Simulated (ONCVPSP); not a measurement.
**Which change was made? (H, ONCV)**

- Element: H (Z = 1)
- Generator: ONCVPSP 4.0.1
- Type: optimised norm-conserving Vanderbilt (ONCV)
- Functional: LDA (Perdew-Zunger)
- Relativity: scalar-relativistic
- Frozen core: none
- Valence charge: 1
- Reference configuration: 1s1
- Partial waves: 1s: rc 1.00 bohr, ncon 4, nbas 9, qcut 6.2 1/bohr, local
- Local potential: the s channel
- Core correction: none

Cutoffs, loose and tight: the cutoffs (Ha) at which the residual kinetic energy of the hardest occupied pseudo-wave falls to 1 and 0.1 mHa per electron. They do not see the model core or the augmentation charge, which bear on the density cutoff. Test errors are all-electron minus pseudo excitation energies from the reference, over the configurations 1s0.5; variants that change the core or the reference have their own tests.

The base gives: outcome: generated; cutoff, loose: 16 Ha; cutoff, tight: 45 Ha; bound ghosts: none; GHOST(+) flags above zero: none.

**Question.** After one change the result is: outcome: generated; cutoff, loose: 24 Ha; cutoff, tight: 256 Ha; bound ghosts: none; GHOST(+) flags above zero: none. Which change was it?
A. s: rc 1.3
B. s: rc 0.84
C. s: rc 0.7

**Answer.** C. The others give: s: rc 1.3 → outcome: generated; cutoff, loose: 12 Ha; cutoff, tight: 17 Ha; bound ghosts: none; GHOST(+) flags above zero: none | s: rc 0.84 → outcome: generated; cutoff, loose: 19 Ha; cutoff, tight: 121 Ha; bound ghosts: none; GHOST(+) flags above zero: none.
